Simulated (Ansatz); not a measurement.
Ideal-gas functions of `[OH2+][Cu-][Br]` at 400 K and 1 bar, from an Ansatz frequency run at PBE0-D4/def2-TZVP.

Molar mass 161.47 g/mol, point group Cs (symmetry number 1), electronic degeneracy 1, moments of inertia 1.529, 340.491, 341.378 u Å². Harmonic wavenumbers (cm⁻¹, unscaled): 94, 96, 264, 398, 405, 579, 1628, 3824, 3916.

Use S(trans) = R[1.5 ln M + 2.5 ln T − 1.1517]; rotational temperatures θ = 24.2544 K / I; S(rot) = R[ln(√π/σ · √(T³/θAθBθC)) + 1.5]; for each mode x = 1.438777 ν̃/T, S = R[x/(eˣ − 1) − ln(1 − e⁻ˣ)] and H = RT x/(eˣ − 1); 1 cm⁻¹ = 0.0119627 kJ/mol; R = 8.31446 J/(mol·K).

By hand: the entropy, in J/(mol·K).

Translation 178.4. Rotation: θ = 15.8629, 0.0712, 0.071 K, giving 102.4. Vibration, mode by mode: 17.37, 17.20, 9.05, 6.01, 5.88, 3.57, 0.16, 0.00, 0.00, in all 59.2. Electronic 0.0. Sum 340.0 J/(mol·K).

By hand: H − E and G − E in kJ/mol, counted from the electronic energy.

Zero-point energy ½ × 11204 × 0.0119627 = 67.0; thermal vibration 11.6; translation, rotation and pV give 4 RT = 13.3. H − E = 91.9 kJ/mol, and G − E = 91.9 − 400 × 340.0/1000 = -44.1 kJ/mol.

Vibration gives 17 % of the entropy, 34.6 J/(mol·K) of it from the modes under 150 cm⁻¹: soft modes count most, and the harmonic formula is weakest for them. The sum counts one conformer and one mirror image; others add a mixing term.
